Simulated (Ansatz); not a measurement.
Frontier orbitals of `[F][GeH2][O][GeH3]`.

```xyz
9

F    -1.531   -0.717    2.450
Ge   -0.692    0.346    1.373
O    -0.178   -0.689    0.061
Ge    0.723   -0.365   -1.435
H    -1.713    1.386    0.892
H     0.513    0.900    2.147
H     2.110    0.195   -1.068
H    -0.060    0.661   -2.274
H     0.828   -1.717   -2.147
```

The species carries charge 0 and has multiplicity 1. Correlated methods include outer-core shells of Ge, which these sets cover unevenly. Scalar relativity is left out up to krypton. The structure was optimised at the PBE0-D4/def2-TZVP level. It is one conformer, not always the lowest. Basis def2-TZVPP, Ansatz.

```csv
functional,HOMO (eV),LUMO (eV)
CAM-B3LYP,-9.98,0.71
```

(1) Give HOMO and LUMO (eV) with LDA (SPW92), PBE, revPBE, BLYP, r2SCAN, B97M-V, PBE0, B3LYP, r2SCANh, r2SCAN0, HSE06 (plane-wave form), BHLYP, LC-ωPBE, ωB97X-V, ωB97M-V, HF. (An estimate is asked.)

Answers

(1) The calculation gave: 
```json
{"functional": "LDA (SPW92)", "HOMO": "-7.17", "LUMO": "-1.46"}
{"functional": "PBE", "HOMO": "-7.07", "LUMO": "-1.16"}
{"functional": "revPBE", "HOMO": "-7.02", "LUMO": "-1.02"}
{"functional": "BLYP", "HOMO": "-6.98", "LUMO": "-1.07"}
{"functional": "r2SCAN", "HOMO": "-7.44", "LUMO": "-0.85"}
{"functional": "B97M-V", "HOMO": "-7.59", "LUMO": "-1.00"}
{"functional": "PBE0", "HOMO": "-8.58", "LUMO": "-0.27"}
{"functional": "B3LYP", "HOMO": "-8.35", "LUMO": "-0.53"}
{"functional": "r2SCANh", "HOMO": "-7.99", "LUMO": "-0.54"}
{"functional": "r2SCAN0", "HOMO": "-8.83", "LUMO": "-0.10"}
{"functional": "HSE06 (plane-wave form)", "HOMO": "-8.17", "LUMO": "-0.65"}
{"functional": "BHLYP", "HOMO": "-10.01", "LUMO": "0.58"}
{"functional": "LC-ωPBE", "HOMO": "-11.30", "LUMO": "1.97"}
{"functional": "ωB97X-V", "HOMO": "-11.00", "LUMO": "1.77"}
{"functional": "ωB97M-V", "HOMO": "-10.88", "LUMO": "1.54"}
{"functional": "HF", "HOMO": "-12.26", "LUMO": "2.87"}
```

B3LYP here is the variant with VWN-RPA as its local correlation; programs differ in this. LC-ωPBE has ω = 0.4 bohr⁻¹. Positive LUMOs are unbound and depend on the basis.
